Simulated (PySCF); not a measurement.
**`CO[Si@H](O)n1ccnc1`: 4 charge schemes on one density**

Compound: C₄H₈N₂O₂Si.
Structure used (GFN2-xTB), in Å, numbered top down from 1:
```
atom  x, y, z in Å
C1    -2.4625   -0.8890    0.3739
O2    -1.9349    0.2444   -0.2563
Si3   -0.6179    1.1112    0.1025
O4    -0.5639    2.3014   -0.9836
N5     0.8339    0.1527   -0.1056
C6     2.0979    0.4431    0.3471
C7     2.9052   -0.5783   -0.0427
N8     2.1766   -1.5035   -0.7315
C9     0.9657   -1.0419   -0.7527
H10   -2.7361   -0.6608    1.4055
H11   -1.7420   -1.7090    0.3748
H12   -3.3531   -1.1883   -0.1791
H13   -0.6074    1.6072    1.4727
H14   -1.3573    2.6248   -1.4019
H15    2.2953    1.3415    0.8932
H16    3.9552   -0.7166    0.1209
H17    0.1383   -1.5271   -1.2305
```

Density: PBE0/pcSseg-1 (PySCF); schemes: Mulliken, IAO, Hirshfeld and ESP-fitted. Isolated species at its GFN2-xTB geometry (one conformer only).

Problem. Do the Mulliken, IAO, Hirshfeld and ESP-fitted schemes agree on where the charge is lowest?

Solution. The schemes don't all agree: Mulliken N5 (-0.691); IAO O4 (-0.791); Hirshfeld O4 (-0.306); ESP-fitted O4 (-0.688).

Problem. At which atom do the 4 schemes differ most?

Solution. At Si3: from +0.508 (Hirshfeld) to +1.435 e (IAO), 0.927 e apart.

Problem. For which atoms does the sign change between the 4 schemes (beyond +0.03 e in one, beyond −0.03 e in another)?

Solution. N5, C6 and C7.

Problem. Tabulate the Mulliken, IAO, Hirshfeld and ESP-fitted charges.

Solution. In e:

```csv
atom,environment,Mulliken,IAO,Hirshfeld,ESP-fitted
C1,methoxy carbon,-0.012,-0.197,-0.028,-0.095
O2,silyl ether oxygen,-0.645,-0.647,-0.228,-0.444
Si3,oxygen-bound silicon,+1.157,+1.435,+0.508,+0.805
O4,silanol oxygen,-0.527,-0.791,-0.306,-0.688
N5,pyrrole-type nitrogen,-0.691,-0.390,-0.113,+0.074
C6,aromatic CH next to a ring nitrogen,+0.088,-0.136,-0.038,-0.615
C7,aromatic CH next to a ring nitrogen,-0.001,-0.099,-0.042,+0.303
N8,pyridine-type nitrogen,-0.399,-0.324,-0.210,-0.599
C9,aromatic CH next to a ring nitrogen,+0.291,+0.035,+0.036,+0.214
H10,methyl hydrogen,+0.106,+0.136,+0.047,+0.091
H11,methyl hydrogen,+0.109,+0.136,+0.045,+0.061
H12,methyl hydrogen,+0.124,+0.159,+0.054,+0.122
H13,Si–H hydrogen,-0.154,-0.182,-0.080,-0.126
H14,hydroxyl hydrogen,+0.256,+0.379,+0.188,+0.439
H15,aromatic hydrogen,+0.099,+0.163,+0.057,+0.273
H16,aromatic hydrogen,+0.091,+0.163,+0.054,+0.083
H17,aromatic hydrogen,+0.108,+0.159,+0.057,+0.101
```

Mean size of the charges over all atoms: IAO 0.325 e, ESP-fitted 0.302 e, Mulliken 0.286 e, Hirshfeld 0.123 e. Each set sums to the total charge, 0, to within 0.001 e. The Mulliken scheme counts on each atom the diagonal of the density matrix times the overlap matrix over that atom's basis functions.

Problem. How closely do the schemes follow one another over all atoms?

Solution. Correlation coefficient and root-mean-square difference: IAO with Hirshfeld 0.99, 0.298 e; Mulliken with IAO 0.94, 0.160 e; Mulliken with Hirshfeld 0.94, 0.257 e; Hirshfeld with ESP-fitted 0.86, 0.252 e; IAO with ESP-fitted 0.82, 0.267 e; Mulliken with ESP-fitted 0.73, 0.295 e.

Problem. How many electrons does the ESP-fitted scheme count on N8?

Solution. Z − q = 7 − (-0.599) = 7.599.

Problem. Sum the charges by element, for elements with more than one atom.

Solution. 
| element | atoms | Mulliken | IAO | Hirshfeld | ESP-fitted |
| --- | --- | --- | --- | --- | --- |
| C | 4 | +0.367 | -0.396 | -0.072 | -0.194 |
| O | 2 | -1.172 | -1.438 | -0.534 | -1.132 |
| N | 2 | -1.090 | -0.714 | -0.323 | -0.525 |
| H | 8 | +0.739 | +1.114 | +0.420 | +1.045 |
